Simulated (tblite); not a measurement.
Species: C₆H₁₁O₂ (doublet state).
Cartesian coordinates in Å at the GFN2-xTB level; atoms count from 1:
```
atom  x, y, z in Å
C1    -2.3962   -1.6091    0.1504
C2    -1.6723   -0.4604   -0.0268
C3    -2.1539    0.8499    0.5303
C4    -0.4754   -0.4647   -0.7251
O5     0.2407    0.6901   -0.8836
C6     1.4424    0.5606   -1.5881
O7     2.3549   -0.2971   -0.9881
C8     2.8433    0.1638    0.2561
H9    -3.3256   -1.6034    0.6875
H10   -2.0549   -2.5502   -0.2397
H11   -2.2174    1.5911   -0.2635
H12   -3.1297    0.7371    0.9932
H13   -1.4497    1.2238    1.2715
H14   -0.0555   -1.3635   -1.1522
H15    1.8387    1.5853   -1.6670
H16    1.2665    0.1457   -2.5916
H17    3.5216   -0.6049    0.6176
H18    2.0299    0.3054    0.9734
H19    3.3826    1.1096    0.1338
```

Calculated harmonic vibrations of the isolated species, GFN2-xTB (tblite), most abundant isotopes, no scaling. This tight-binding method is rough: wavenumbers can miss measured ones by several per cent, in bad cases by 10 to 20. One conformer, not necessarily the lowest. Open shells enter through the occupations alone, without spin polarisation, and single modes of such species can be off by tens of per cent.

Harmonic wavenumbers (cm⁻¹): 34.3, 42.4, 57.0, 116.9, 165.3, 177.6, 230.7, 277.1, 386.8, 429.3, 463.3, 504.9, 550.4, 620.3, 666.7, 735.0, 900.8, 939.6, 948.4, 1007.9, 1026.0, 1040.0, 1055.8, 1101.2, 1132.6, 1153.2, 1202.3, 1264.6, 1281.3, 1338.2, 1374.5, 1398.7, 1407.0, 1439.8, 1462.4, 1466.8, 1473.4, 1480.1, 1485.0, 1514.2, 2876.1, 2893.1, 2925.0, 2954.6, 3017.3, 3034.5, 3040.1, 3054.1, 3072.5, 3125.2, 3161.0.

A = 4205, B = 993.7, C = 955.2 MHz; mass 115.076 u (most abundant isotopes); point group C1, symmetry number 1; spin multiplicity 2.

Q: Zero-point energy?

A: ½Σν̃ = 34253 cm⁻¹ = 409.75 kJ/mol.

Q: Give the ideal-gas entropy at 200 K and 1 bar in the rigid-rotor, harmonic-oscillator model (classical rotation).

A: Translation 159.74, rotation 115.43, vibration 95.55, spin (R ln 2) 5.76: S = 376.5 J/(mol K).

Q: And Cp and H(200 K) − H(0)?

A: Cp = 119.17 J/(mol K), of which vibrations give 85.91 (their classical limit is 51 R = 424.0); H(200 K) − H(0) = 16.14 kJ/mol without the zero-point energy, 9.49 from vibrations.

Q: Which modes carry the vibrational entropy at 200 K?

A: 34.3 cm⁻¹: 19.97; 42.4 cm⁻¹: 18.22; 57.0 cm⁻¹: 15.78; 116.9 cm⁻¹: 10.00; 165.3 cm⁻¹: 7.35; 177.6 cm⁻¹: 6.82 J/(mol K); the other 45 give 17.41 together.

Q: What must be added to the electronic energy to get the Gibbs energy at 200 K and 1 bar?

A: ZPE + [H(200 K) − H(0)] − T·S = 409.75 + 16.14 − 75.30 = 350.59 kJ/mol.

Q: Blend soft modes into free rotors: weight 1/[1 + (100 cm⁻¹/ν̃)⁴] for the oscillator and the rest for a rotor with moment μB/(μ + B), μ = h/(8π²ν), B = 10⁻⁴⁴ kg m². What vibrational entropy results?

A: 83.49 J/(mol K) in place of 95.55, which changes −T·S at 200 K by +2.41 kJ/mol.

Q: How do the functions run with temperature in this model?

A: 
```csv
T (K),S (J/(mol K)),Cp (J/(mol K)),H − H(0) (kJ/mol),G − H(0) (kJ/mol),ln q(vib)
100,307.7,83.1,6.02,-24.75,2.76
300,431.9,157.4,29.94,-99.63,8.53
500,530.2,231.1,69.06,-196.04,13.70
800,656.5,306.0,150.58,-374.65,20.99
1000,728.6,339.0,215.25,-513.31,25.51
```

q(vib) and H(0) count from the zero-point level.

Hindered rotation and anharmonicity are outside this model. Other conformers, if any are populated, would add a mixing term that is left out. The structure is chiral; the term R ln 2 for an equal mix with its mirror image is left out.

Time: 0.63 s. Hardware: an Arm Neoverse V1 with one thread, shared host with 32 logical CPUs at a one-minute load of 18. The figure is for the frequency step alone.
